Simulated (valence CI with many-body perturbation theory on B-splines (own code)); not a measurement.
Which ion has this spectrum?

A relativistic CI+MBPT calculation for an atom or ion with 14 electrons gives these levels (eV):

| J | Parity | E | g |
| --- | --- | --- | --- |
| 0 | even | 0.000 |  |
| 1 | even | 8.473 | 1.50 |
| 2 | even | 11.712 | 1.30 |
| 2 | even | 23.008 | 1.20 |
| 0 | even | 31.618 |  |
| 2 | odd | 58.012 | 1.93 |
| 1 | odd | 71.200 | 0.70 |
| 2 | odd | 72.331 | 1.27 |
| 3 | odd | 75.639 | 1.33 |
| 0 | odd | 83.335 |  |
| 2 | odd | 84.237 | 1.21 |
| 1 | odd | 84.447 | 1.35 |
| 2 | odd | 92.102 | 1.17 |
| 2 | odd | 97.448 | 0.76 |

The energies are calculated, with errors of perhaps 400 cm⁻¹, more in some levels.

Which is it?
A. As19+
B. Rb23+
C. Kr22+
D. Y25+

C. Kr22+, ground level 3s2 3p2 3P_0.
